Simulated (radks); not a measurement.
All-electron atom: Ca II in [Ar] 4s1. Calculated with a radial shooting solver on a logarithmic mesh with Libxc functionals: Dirac Kohn-Sham, PBE, spin-unpolarised, spherical densities, point nucleus; speed of light set to 13703.6 atomic units (100 times the physical value, a model run).

Normalised radial functions P(r) = r R(r) (large component), r in bohr:

```
   r/bohr * 2s1/2, o 3p3/2 (the largest magnitude, 1.73, reaches the edge; | marks zero, & curves that meet)
 0.007361                             o    *
 0.008434                             o     *
 0.009662                             o     *
  0.01098                             o      *
  0.01258                             o       *
  0.01441                             o       *
  0.01651                             o        *
  0.01877                             o         *
   0.0215                             o          *
  0.02464                             |o         *
  0.02823                             |o          *
  0.03208                             |o           *
  0.03675                             |o           *
  0.04211                             | o          *
  0.04824                             | o          *
  0.05527                             | o         *
  0.06282                             |  o       *
  0.07197                             |  o     *
  0.08245                             |   o *
  0.09447                             |  * o
   0.1074                            *|    o
    0.123                        *    |     o
   0.1409                    *        |      o
   0.1615               *             |      o
   0.1835           *                 |      o
   0.2102       *                     |      o
   0.2409    *                        |      o
    0.276  *                          |     o
   0.3136  *                          |    o
   0.3593   *                         |  o
   0.4117      *                      o
   0.4717         *                 o |
   0.5361             *          o    |
   0.6142                 *   o       |
   0.7036                  o  *       |
   0.8061                o       *    |
   0.9236               o          *  |
     1.05              o            * |
    1.203               o            *|
    1.378                o            *
    1.579                  o          *
    1.794                    o        *
    2.055                      o      *
    2.355                        o    *
    2.698                          o  *
    3.066                           o *
    3.513                            o*
    4.025                            o*
    4.611                             &
    5.241                             &
    6.004                             &
    6.879                             &
    7.881                             &
    8.958                             &
    10.26                             &
    11.76                             &
```

2s1/2: eigenvalue -417.65 eV, 1 radial node at r = 0.105 bohr, <r> = 0.367 bohr, 90 % of the charge inside 0.571 bohr. 3p3/2: eigenvalue -34.908 eV, 1 radial node at r = 0.421 bohr, <r> = 1.27 bohr, 90 % of the charge inside 1.96 bohr.
